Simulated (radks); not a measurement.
Ionisation ladder of silver, from Ag44+ to Ag46+. Each ion is in the ground configuration listed by NIST, and IE = E(next ion) - E(this ion), with E = 0 for the bare nucleus. Method: Dirac Kohn-Sham, exchange-only PBE, spin-unpolarised, spherical densities, finite nucleus; Fermi nuclear charge, rms radius 4.5454 fm; computed with a radial shooting solver on a logarithmic mesh with Libxc functionals.

species  configuration  E (hartree)  IE, Delta-SCF (eV)  -e(HOMO) (eV)   HOMO  <r> HOMO (bohr)  IE, NIST (eV)    kind  error (eV)
Ag44+         [He] 2s1  -2514.06637              7270.8         7186.6  2s1/2            0.126         7271.3  theory        -0.5
Ag45+             [He]  -2246.87052               30223          29852  1s1/2           0.0309        30097.3  theory      +125.8
Ag46+              1s1  -1136.19155               30917          30589  1s1/2           0.0307        30965.8  theory       -48.4

Reference values: NIST Atomic Spectra Database (exp. = measured, semi-emp. = semi-empirical, theory = theoretical value adopted there). The ionisation energy per charge of the ion left behind rises most, in proportion, at Ag45+ ([He]), from 161.57 to 657.02 eV. Spin polarisation and multiplet splitting are left out, so open shells lie too high by an amount that depends on their filling.

Beside tabulated values, note that spin-unpolarised runs miss the spin-polarisation part of the exchange energy of open shells.
